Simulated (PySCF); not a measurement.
C5H14Si2.
Geometry (PBE0-D3(BJ)/def2-SVP, Å), atoms numbered from 1 in this order:
```xyz
21
C5H14Si2 angstrom
C     -2.3537    0.3358    0.8134
C     -1.3609   -0.3682   -0.1100
C     -1.1600    0.3965   -1.4170
Si     0.2809   -0.6895    0.7777
C      1.6272   -1.4226   -0.3580
Si     2.4700    0.2842   -0.3266
C      1.2996    0.9033    1.0403
H     -2.5490   -0.2431    1.7297
H     -1.9797    1.3265    1.1228
H     -3.3216    0.4983    0.3096
H     -1.7569   -1.3734   -0.3509
H     -2.1190    0.5465   -1.9408
H     -0.7321    1.3970   -1.2370
H     -0.4856   -0.1297   -2.1105
H      0.0306   -1.4779    2.0290
H      1.3058   -1.8134   -1.3347
H      2.2316   -2.1983    0.1390
H      3.9221    0.2674    0.0386
H      2.3084    1.0352   -1.6111
H      1.7839    0.9578    2.0281
H      0.7808    1.8572    0.8619
```

All values: CAM-B3LYP/def2-SVPD (PySCF, non-relativistic), on one gas-phase PBE0-D3(BJ)/def2-SVP geometry that isn't relaxed in the solvent. The solvent is an IEF-PCM continuum (cavity from Bondi-type radii × 1.2). Specific hydrogen bonds and non-electrostatic terms are outside this model.

| medium | total energy (Eh) | HOMO (eV) | LUMO (eV) | dipole (D) |
| --- | --- | --- | --- | --- |
| gas phase | -777.523445 | -8.639 | 1.078 | 0.677 |
| acetonitrile (ε = 35.69) | -777.525367 | -8.504 | 1.179 | 0.875 |

Task: What is E(solvent) − E(gas) in acetonitrile, in kcal/mol?

Result: -777.525367 − (-777.523445) = -0.001922 Eh = -1.21 kcal/mol.

Task: Scale it by Onsager's factor (ε − 1)/(2ε + 1) to benzene (ε = 2.271), and compare with the calculation.

Result: The factor goes from 0.479 to 0.229, a ratio of 0.478, which gives -0.58 kcal/mol. The calculation gives -0.53 kcal/mol (total energy -777.524297 Eh), so the scaled value is 7.9 % too large in size.

Task: Scale the changes of the other columns the same way. What are the values in benzene?

Result: 
| quantity | scaled | computed | difference |
| --- | --- | --- | --- |
| HOMO (eV) | -8.575 | -8.558 | -0.017 |
| LUMO (eV) | 1.127 | 1.145 | -0.018 |
| dipole (D) | 0.771 | 0.769 | +0.002 |

Task: How does each lowering split into the polarisation term (half the interaction with the induced surface charges) and the distortion of the solute's density?

Result: acetonitrile: -1.32 + 0.11 kcal/mol, the distortion taking back 9 % of the polarisation term; benzene: -0.56 + 0.03 kcal/mol, the distortion taking back 4 % of the polarisation term.

Time: 64 s of wall time. Hardware: one thread, Arm Neoverse V2, no GPU, on a shared host. This is the whole response run at CAM-B3LYP/def2-SVPD in benzene, SCF included.
